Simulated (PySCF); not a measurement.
**Bond curve of CaGa**

Set-up: basis Ca x2c-SVPall, Ga x2c-SVPall; spin-free X2C with a Gaussian nucleus; PySCF 2.14. Energies in eV from Ca + Ga in their ground configurations at the same level. State: ²Π (doublet), unpaired electrons π ↑.

All columns are PBE0. A positive dipole means Ca(−)Ga(+).

```csv
R (Å),E (eV),μ (D),Mulliken charge on Ca (basis-dependent),HOMO (eV),LUMO (eV),Mayer bond order,⟨S²⟩
2.678,-0.305,-2.11,0.06,-4.10,-2.38,1.25,1.02
2.803,-0.475,-2.25,0.07,-3.96,-2.26,1.21,1.00
2.927,-0.567,-2.35,0.07,-3.85,-2.16,1.17,0.97
3.021,-0.598,-2.39,0.08,-3.77,-2.10,1.12,0.96
3.114,-0.606,-2.43,0.08,-3.71,-2.04,1.08,0.94
3.207,-0.597,-2.44,0.09,-3.65,-1.99,1.02,0.92
3.332,-0.567,-2.43,0.09,-3.59,-1.99,0.95,0.89
3.488,-0.513,-2.40,0.09,-3.54,-2.02,0.84,0.86
3.675,-0.437,-2.31,0.09,-3.50,-2.04,0.71,0.82
3.924,-0.339,-2.14,0.09,-3.48,-2.04,0.54,0.79
```

A fit through these points gives, at Re = 3.107 Å, μ = -2.42 D and dμ/dR = -0.252 D/Å; the reduced mass is 25.3 u.

**Question.** How strong is the fundamental in the double-harmonic approximation, I = 42.26·(dμ/dR)²/μred km/mol?

**Answer.** I = 42.26·(-0.252)²/25.3 = 0.106 km/mol at PBE0.

⟨S²⟩ is raised (CaGa 0.94), so spin contamination touches these numbers. Spin–orbit coupling is left out. The state is the lowest determinant that a PBE0 search found; another state may lie lower at other levels.
